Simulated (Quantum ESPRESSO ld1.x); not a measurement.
Results of a calculation; reference values are marked as such.
Numerical settings for the chlorine ion Cl2+, [Ne] 3s2 3p3. Level of theory: non-relativistic Kohn-Sham, LDA (Slater exchange, VWN5 correlation), spin-polarised, spherical densities, point nucleus; open shells are filled with parallel spins first (ld1.x of Quantum ESPRESSO 7.5). With the defaults (dx = 0.008, xmin = -7.0, rmax = 100, beta = 0.2, tr2 = 1e-14) the mesh has 1805 points, the cycle takes 28 iterations, E = -457.304064 hartree and the 3p up eigenvalue is -1.21418 hartree. The mesh is r = exp(xmin + i dx)/Z up to rmax; beta is the mixing and tr2 the threshold. One setting is changed at a time.

change        mesh points  iterations  change of E (mhartree)  change of e(3p) (mhartree)
dx = 0.04             361          28                  -0.013                      0.000
dx = 0.005           2889          28                  0.000                      0.000
xmin = -4            1431          27                  0.000                      0.000
xmin = -6            1681          29                  0.000                      0.000
rmax = 15            1569          28                  0.000                      0.000
rmax = 8             1491          28                  0.000                      0.000
beta = 0.5           1805          14                  0.000                      0.000
beta = 0.8           1805          10                  0.000                      0.000
tr2 = 0.0001         1805           7                  +7.393                      -0.581
tr2 = 1e-06          1805           9                  +4.032                      -0.094
